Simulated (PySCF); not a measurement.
**A survey of $^{19}$F NMR shifts**

Theoretical values (PySCF 2.14): geometry from GFN2-xTB, σ from GIAO-PBE0/pcSseg-1. Equivalent nuclei averaged, no solvent, non-relativistic Hamiltonian, single conformer.

Shieldings were converted by a linear fit to measured shifts: $^{19}$F: δ = 146.13 − 0.903σ +14.6 on sp3 carbon (rms 6.0 ppm, 223 shifts, 7.0 ppm with the 5 outliers that the fit left out vs CFCl3, solution or neat liquid). Occasional misses reach two or three times the rms, and more in compound classes unlike the fitted ones.

Question: Give the $^{19}$F shifts of `FC(F)C(F)(F)C(F)(F)F`, `F[C@@H]1CCSC1`.

Answer: 
| compound | environment | δ (ppm) |
| --- | --- | --- |
| [F:1][CH:2]([F:3])[C:4]([F:5])([F:6])[C:7]([F:8])([F:9])[F:10] | F8/9/10: fluorine of a CF3 group (×3) | -78.0 |
| [F:1][CH:2]([F:3])[C:4]([F:5])([F:6])[C:7]([F:8])([F:9])[F:10] | F5/6: fluorine of a CF2 group (×2) | -125.1 |
| [F:1][CH:2]([F:3])[C:4]([F:5])([F:6])[C:7]([F:8])([F:9])[F:10] | F1/3: fluorine of a CF2 group (×2) | -130.3 |
| F[C@@H]1CCSC1 | fluorine on an sp3 carbon | -189.1 |

Question: Order these by $^{19}$F shift, lowest first.
A. CS[SiH2]CF
B. C[C@H](F)[SiH2]S
C. Cc1nsc(F)n1
D. FC(F)(Cl)C/C=C\Cl
E. CCOC1=C[C@H](F)[SiH2]1

Answer: A (-268.0 ppm, fluorine on an sp3 carbon), B (-217.4 ppm, fluorine on an sp3 carbon), E (-196.4 ppm, fluorine on an sp3 carbon), C (-75.3 ppm, aryl fluorine), D (-49.6 ppm, fluorine of a CF2 group).
